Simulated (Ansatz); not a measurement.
One change: `OB(O)[Te][SiH3]` becomes `NB(O)O`.

Ansatz, PBE0-D4/def2-TZVP geometries, multiplicity 1. Each molecule was computed in one conformer, which needn't be the lowest.

Elements past krypton have def2 core potentials.  Spin–orbit coupling is left out; it splits and shifts lone-pair levels of the heavy atoms by tenths of an eV.

| property | `OB(O)[Te][SiH3]` |
| --- | --- |
| HOMO–LUMO gap (ωB97M-V/def2-TZVPP) / eV | 9.74 |
| size of the dipole moment (PBE/def2-TZVPP) / D | 1.51 |
| zero-point energy (PBE0-D4/def2-TZVP) / kJ/mol | 156.9 |
| LUMO energy (ωB97M-V/def2-TZVPP) / eV | 1.15 |
| HOMO energy (PBE0/def2-TZVPP) / eV | -6.55 |
| HOMO–LUMO gap (B3LYP/def2-TZVPP) / eV | 5.57 |

**Question.** What does the change do to each property? (An estimate is asked.)

**Answer.** Ansatz gave: 
```json
{"property": "HOMO–LUMO gap (ωB97M-V/def2-TZVPP) / eV", "`NB(O)O`": "11.92", "shift": "2.18"}
{"property": "size of the dipole moment (PBE/def2-TZVPP) / D", "`NB(O)O`": "1.93", "shift": "0.42"}
{"property": "zero-point energy (PBE0-D4/def2-TZVP) / kJ/mol", "`NB(O)O`": "159.5", "shift": "2.6"}
{"property": "LUMO energy (ωB97M-V/def2-TZVPP) / eV", "`NB(O)O`": "1.91", "shift": "0.76"}
{"property": "HOMO energy (PBE0/def2-TZVPP) / eV", "`NB(O)O`": "-7.59", "shift": "-1.04"}
{"property": "HOMO–LUMO gap (B3LYP/def2-TZVPP) / eV", "`NB(O)O`": "7.52", "shift": "1.95"}
```

With PBE0 the HOMO falls by 1.04 eV and the LUMO rises by 1.11 eV, so the gap widens by about 2.15 eV. PBE moves the HOMO by -0.54 eV and ωB97M-V by -1.42 eV. The zero-point energy changes by 2.6 kJ/mol with -6 modes. Dipoles are sizes alone; their direction can turn.

B3LYP here is the variant with VWN-RPA as its local correlation; programs differ in this.
